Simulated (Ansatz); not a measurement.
Reaction (cleavage of the Ge–Si bond): `[OH][GeH2][SiH](O)O` + HBr → `[OH][GeH2][Br]` + `O[SiH2]O`

Isolated molecules relaxed with PBE0-D4/def2-TZVP in Ansatz; ΔE leaves out vibrations. CCSD(T)/CBS adds triple-zeta CCSD(T) − MP2 to the extrapolated MP2 energy (def2 sets, frozen cores). Functionals use def2-TZVPP. B3LYP here is the variant with VWN-RPA as its local correlation; programs differ in this. For Br, Ge outer-core shells are correlated without core-valence functions, which leaves a few kJ/mol of doubt a bond. Scalar relativity is left out up to krypton. Each species was taken in one conformer, which may not be the lowest.

| level | ΔE (kcal/mol) |
| --- | --- |
| PBE-D4 | -16.9 |
| B3LYP-D4 | -19.2 |
| ωB97X-V | -20.0 |
| ωB97M-V | -20.0 |
| B3LYP | -20.8 |
| MP2/def2-QZVPP | -21.8 |
| HF/CBS(def2) | -27.4 |
| MP2/CBS(def2) | -21.6 |

(1) What does CCSD(T)/CBS give? (Estimate.)

Largest T1 diagnostic among the species: 0.012.

Results:

(1) Computed: -19.8 kcal/mol. The listed levels differ from it by 2.9, 0.6, -0.2, -0.2, -1.0, -2.0, -7.6, -1.8 kcal/mol.

From PBE to PBE0 (25 % exact exchange), in def2-TZVPP and without D4, ΔE moves by −1.6 kcal/mol. In def2-TZVPP, CCSD(T) changes the Hartree–Fock value by +7.1 kcal/mol (the triples alone add +0.6 kcal/mol) and MP2 by +5.4 kcal/mol.
